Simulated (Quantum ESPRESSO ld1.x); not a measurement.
Species: Fe4+. Configuration: [Ar] 3d4 (the NIST ground configuration). Calculated with ld1.x of Quantum ESPRESSO 7.5: non-relativistic Kohn-Sham, LDA (Slater exchange, Perdew-Zunger correlation), spin-polarised, spherical densities, point nucleus; open shells are filled with parallel spins first.

Unscreened Slater integrals over Kohn-Sham orbitals (eV). They are taken over the spin-up orbitals.

F0(3d,3d): 27.435
F2(3d,3d): 13.081
F4(3d,3d): 8.2169
F0(3d,3p): 28.354
F2(3d,3p): 13.662
G1(3d,3p): 16.778
G3(3d,3p): 10.313
F0(3d,3s): 28.787
G2(3d,3s): 12.824
F0(3d,2p): 37.403
F2(3d,2p): 7.6285
G1(3d,2p): 5.7839
G3(3d,2p): 3.2882
F0(3p,3p): 29.561
F2(3p,3p): 14.850
F0(3p,3s): 30.007
G1(3p,3s): 19.907
F0(3p,2p): 40.066
F2(3p,2p): 8.1400
G0(3p,2p): 3.1850
G2(3p,2p): 3.3454
F0(3s,3s): 30.496
F0(3s,2p): 40.554
G1(3s,2p): 3.3959
F0(2p,2p): 104.77
F2(2p,2p): 49.369

Derived for the open shells (J is the average intra-shell exchange parameter used in DFT+U). 3d: Racah B = F2/49 - 5 F4/441 = 0.1738 eV, C = 35 F4/441 = 0.6521 eV, C/B = 3.75, F4/F2 = 0.628, J = (F2 + F4)/14 = 1.521 eV.
